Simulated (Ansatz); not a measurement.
# Two structures, one formula

Two relaxed structures of BSnH$_{5}$, closed shell (PBE0-D4/def2-TZVP; forces vanish, vibrations not checked).

A:

| atom | x (Å) | y (Å) | z (Å) |
| --- | --- | --- | --- |
| B1 | -0.2389 | -1.0146 | -0.0540 |
| Sn2 | 0.0933 | 1.4045 | -0.0125 |
| H3 | 0.5630 | -1.9027 | -0.1150 |
| H4 | -1.4094 | -1.2631 | -0.0021 |
| H5 | -0.0147 | -0.2714 | -1.0830 |
| H6 | 0.0874 | -0.3208 | 0.9822 |
| H7 | 1.8524 | 1.2264 | -0.1038 |

B:

```
7
angstrom
B -0.2069 -1.3430 0.2296
Sn 0.1575 0.8408 -0.1409
H 0.6866 -2.0990 0.4637
H -1.3207 -1.7722 0.1943
H -0.4216 1.2881 -1.6877
H -0.6973 1.7896 0.9980
H 1.8024 1.2956 -0.0569
```

Ansatz 0.2.0; basis: def2-TZVPP; cores frozen in the correlated methods. Filled d shells of the heavier atoms are correlated. Core potentials replace the inner electrons of the atoms past krypton. The def2 sets are not built for correlating such inner shells, so the correlated values are less sure here. B3LYP uses VWN-RPA correlation.

(1) Which structure is lower at CCSD(T), and by how much? (To be estimated.)

The T1 diagnostic stays at or below 0.015.

Results:

(1) Computed: A, by 0.871 eV (electronic energy, against the other). By their contacts, A is BSnH₅ ([H]1[BH2]2[H][SnH]12) and B is BSnH₅ ([BH2][SnH3]).

All methods give the same order:

| method | E(B) − E(A) (eV) |
| --- | --- |
| PBE-D4 | 1.234 |
| r2SCAN-D4 | 1.080 |
| PBE0-D4 | 1.060 |
| B3LYP-D4 | 1.080 |
| wB97M-V | 0.963 |
| HF | 0.432 |
| MP2 | 0.972 |
| CCSD | 0.814 |
| CCSD(T) | 0.871 |

Labels in which every atom is bracketed show which atoms are joined, not bond orders.

For scale, one of the runs: CCSD(T)/def2-TZVPP, 151 basis functions, launched by `ansatz run in.yaml --threads 2 --pin off --events-out ev --progress --plain --max-ram 4352MiB`. Time: 22 s of wall clock on 2 CPU threads of an Arm Neoverse V1; the host was shared. Peak host memory: 1.1 GiB.
